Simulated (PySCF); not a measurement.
Compound: W(CtBu)F3, C₅H₉F₃W (singlet state).
Structure used (PBE0-D3(BJ)/def2-SVP), in Å, numbered top down from 1:
```
atom  x, y, z in Å
W1    -0.1093   -0.0193   -2.7331
C2    -0.0229   -0.0057   -1.0002
C3     0.0223    0.0050    0.4812
C4     0.6599    1.3218    0.9446
C5    -1.4137   -0.1073    1.0124
C6     0.8597   -1.1898    0.9574
H7     1.6854    1.4193    0.5581
H8     0.7012    1.3557    2.0450
H9     0.0773    2.1865    0.5936
H10   -1.4103   -0.1012    2.1142
H11   -1.8864   -1.0412    0.6737
H12   -2.0293    0.7355    0.6645
H13    1.8885   -1.1281    0.5726
H14    0.4214   -2.1389    0.6147
H15    0.9032   -1.2069    2.0581
F16    1.6902   -0.0467   -3.2598
F17   -1.0268    1.5678   -3.1248
F18   -1.0669   -1.5894   -3.0945
```

Computed with PySCF, PBE0-D3(BJ)/def2-SVP geometry optimisation, gas phase, def2 core potentials past Kr.

Task: Which atoms are bound to W1, and at what distances?

Result: 4 atoms: C2 1.735 Å, F18 1.874 Å, F17 1.875 Å, F16 1.875 Å. The nearest atom not counted as bound is C3, at 3.22 Å.

Task: List the angles at W1.

Result: 
| angle | degrees | distance of the outer atoms (Å) |
| --- | --- | --- |
| F16–W1–F18 | 115.1 | 3.16 |
| F16–W1–F17 | 115.0 | 3.16 |
| F17–W1–F18 | 114.8 | 3.16 |
| C2–W1–F16 | 103.5 | 2.84 |
| C2–W1–F17 | 103.1 | 2.83 |
| C2–W1–F18 | 103.0 | 2.83 |

Task: What is the shape at W1?

Result: Distorted tetrahedral: angles from 103.0° to 115.1°; τ4 = (360° − α − β)/141° = 0.92 with α and β the two widest (0 for a square, 1 for a tetrahedron).

Task: What are the other bond lengths?

Result: C2–C3 1.482 Å; C3–C4, C3–C5, C3–C6 1.535 Å. (A selection.)

Task: Give some angles away from the centre.

Result: W1–C2–C3 178.9°, C2–C3–C4 108.7°, C2–C3–C5 108.5°, C4–C3–C5 110.3°.

Point group: near C3v, missed by 0.29 Å at most; the miss may be what the optimiser left on a soft mode (C3 holds within 0.08 Å). Charge 0, singlet. No PBE0-D3(BJ)/def2-SVP frequencies stand behind this structure, so it isn't proved a minimum.
